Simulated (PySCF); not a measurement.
BClH₂O. Atoms are numbered in the order given.

```xyz
5

B      0.5752    -0.5722     0.0000
H      1.7509    -0.7128     0.0000
Cl    -0.0973     1.0715     0.0000
O     -0.2254    -1.6494     0.0000
H     -1.1695    -1.4479     0.0000
```
Charge 0, spin multiplicity 1.

Geometry: B3LYP-D3(BJ)/def2-TZVP. One conformer was computed; it need not be the lowest.

These are PySCF with CAM-B3LYP/def2-TZVPD values and carry that method's errors.

Isolated molecule, no solvent.

- total energy: -561.59837 hartree
- point group: Cs
- highest occupied level: -10.60 eV
- lowest empty level: 0.37 eV
- orbital gap: 10.97 eV
- dipole moment: 1.04 D
- quadrupole, principal values (traceless, Buckingham form, about the centre of nuclear charge): -4.83, 0.49, 4.34 D·Å
- mean static polarisability: 33.8 bohr³ (5.01 Å³)
- polarisability, principal values: 27.1, 33.7, 40.6 bohr³
